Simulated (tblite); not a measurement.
Input of a run (GFN2-xTB geometry optimisation, gas phase (tblite 0.8.0)), started from a force field or distance geometry:
```
{"job": {"kind": "relax", "xc": "GFN2-xTB", "basis": "xTB"}, "charge": 0, "multiplicity": 2}
C      1.666000     0.068200     0.626400
O      0.831700    -0.717900    -0.119500
Si    -0.471100    -0.101600    -0.902700
N     -1.681800     0.090000     0.270200
H      2.466500    -0.463800     1.106500
H      1.503400     1.136700     0.652900
H     -0.181000     1.242900    -1.463700
H     -0.977100    -1.045000    -1.911900
H     -1.852000    -0.839000     0.678400
H     -1.295700     0.634300     1.040800
```

Output (eV, eV/Å):
```
step      E/eV     max force
  0    -377.75610    1.804
  1    -377.82575    0.586
  2    -377.84740    0.596
  3    -377.89377    0.699
  4    -377.92373    0.732
  5    -377.96259    0.477
  6    -377.98294    0.427
  7    -377.99787    0.361
  8    -378.01079    0.381
  9    -378.02329    0.387
 10    -378.03212    0.284
 11    -378.03874    0.216
 12    -378.04429    0.192
 13    -378.05109    0.291
 14    -378.05967    0.332
 15    -378.06930    0.260
 16    -378.07764    0.233
 17    -378.08385    0.219
 18    -378.08885    0.200
 19    -378.09216    0.150
 20    -378.09472    0.176
 21    -378.09795    0.154
 22    -378.10143    0.211
 23    -378.10436    0.165
 24    -378.10662    0.166
 25    -378.10864    0.180
 26    -378.11036    0.110
 27    -378.11147    0.101
 28    -378.11212    0.076
 29    -378.11267    0.089
 30    -378.11347    0.092
 31    -378.11458    0.108
 32    -378.11594    0.155
 33    -378.11725    0.124
 34    -378.11820    0.077
 35    -378.11872    0.062
 36    -378.11920    0.066
 37    -378.11978    0.077
 38    -378.12048    0.086
 39    -378.12117    0.067
 40    -378.12173    0.052
 41    -378.12214    0.069
 42    -378.12263    0.079
 43    -378.12337    0.084
 44    -378.12458    0.107
 45    -378.12578    0.086
 46    -378.12651    0.152
 47    -378.12697    0.094
 48    -378.12762    0.066
 49    -378.12833    0.065
 50    -378.12906    0.080
 51    -378.12950    0.045
 52    -378.12974    0.044
 53    -378.12992    0.045
 54    -378.13019    0.040
 55    -378.13042    0.041
 56    -378.13053    0.019
 57    -378.13058    0.021
 58    -378.13060    0.017
 59    -378.13065    0.023
 60    -378.13075    0.032
 61    -378.13088    0.030
 62    -378.13099    0.030
 63    -378.13107    0.024
 64    -378.13114    0.026
 65    -378.13123    0.036
 66    -378.13138    0.039
 67    -378.13160    0.065
 68    -378.13187    0.084
 69    -378.13219    0.079
 70    -378.13251    0.070
 71    -378.13282    0.053
 72    -378.13280    0.211
 73    -378.13331    0.071
 74    -378.13356    0.022
 75    -378.13403    0.120
 76    -378.13426    0.044
 77    -378.13455    0.076
 78    -378.13424    0.357
 79    -378.13531    0.069
 80    -378.13590    0.049
 81    -378.10775    1.387
 82    -378.13621    0.042
 83    -378.13645    0.048
 84    -378.12955    0.759
 85    -378.13713    0.049
 86    -378.13778    0.060
 87    -378.12298    0.806
 88    -378.13788    0.105
 89    -378.13890    0.177
 90    -378.10338    1.683
 91    -378.13971    0.130
 92    -378.14045    0.158
 93    -378.09377    2.075
 94    -378.14195    0.136
 95    -378.14337    0.144
 96    -378.09490    1.558
 97    -378.14358    0.167
 98    -378.14616    0.259
 99    -378.07261    2.449
100    -378.14826    0.259
101    -378.15015    0.285
102    -378.08023    2.441
103    -378.15375    0.274
104    -378.15685    0.308
105    -378.06351    2.670
106    -378.16129    0.302
107    -378.16495    0.335
108    -378.04105    2.851
109    -378.16988    0.314
110    -378.17367    0.333
111    -378.11418    2.130
112    -378.17957    0.293
113    -378.18313    0.306
114    -378.18373    0.814
115    -378.18954    0.310
116    -378.19124    0.290
117    -378.19646    0.217
118    -378.19913    0.196
119    -378.20288    0.289
120    -378.20527    0.283
121    -378.20857    0.285
122    -378.21019    0.444
123    -378.21220    0.162
124    -378.21382    0.112
125    -378.21495    0.065
126    -378.21549    0.057
127    -378.21575    0.089
128    -378.21613    0.076
129    -378.21644    0.063
130    -378.21668    0.041
131    -378.21683    0.029
132    -378.21692    0.023
133    -378.21698    0.016
134    -378.21702    0.014
135    -378.21705    0.018
136    -378.21710    0.020
137    -378.21717    0.028
138    -378.21728    0.038
139    -378.21744    0.039
140    -378.21763    0.034
141    -378.21776    0.022
142    -378.21781    0.016
143    -378.21784    0.022
144    -378.21787    0.024
145    -378.21790    0.025
146    -378.21793    0.013
147    -378.21795    0.012
148    -378.21797    0.014
149    -378.21799    0.018
150    -378.21802    0.022
151    -378.21807    0.026
152    -378.21812    0.032
153    -378.21820    0.028
154    -378.21830    0.041
155    -378.21841    0.033
156    -378.21855    0.031
157    -378.21867    0.024
158    -378.21878    0.029
159    -378.21886    0.029
160    -378.21893    0.022
161    -378.21897    0.013
162    -378.21899    0.012
163    -378.21900    0.009
```

Task: Summarise the run.

Result: The energy falls by 0.463 eV over 163 L-BFGS steps, the largest force on an atom goes from 1.80 to 0.009 eV/Å, and the atoms move by 0.590 Å rms after alignment. The bond that changes most is C1–O2 (ends: carbon bonded to O and 2 H; oxygen bonded to C and Si), which shortens by 0.036 Å. Bonds longer at the end by more than 0.005 Å: 1 of 9; shorter: 7. Among the angles that change most is O2–Si3–H8, from 111.1° to 97.5°. Among the dihedrals that turn most is O2–Si3–N4–H10, from 53° to 177°. The energy rose by more than 1e-5 eV at steps 72, 78, 81, 84, 87, 90, 93 and 96 and later ones. The first step brought 15 % of the lowering.

Task: What are the final bond lengths?

Result: C1–O2 1.332 Å, O2–Si3 1.632 Å, Si3–N4 1.725 Å, C1–H5 1.072 Å, C1–H6 1.072 Å, Si3–H7 1.463 Å, Si3–H8 1.459 Å, N4–H9 1.009 Å, N4–H10 1.007 Å. Numbering counts from 1 in the input's order; the species is `N[SiH2]O[CH2]` [radical].

On one thread, Arm Neoverse V2 (aarch64), no GPU, on a shared host, this took 0.47 s of wall time.

Its GFN2-xTB frequencies are all real (lowest 99 cm⁻¹). 3 starts were optimised and ended at 0.00, 0.00 and 1.20 kcal/mol (GFN2-xTB); the lowest of these is shown.

One conformer stands for the species.

All values are computed, not measured.
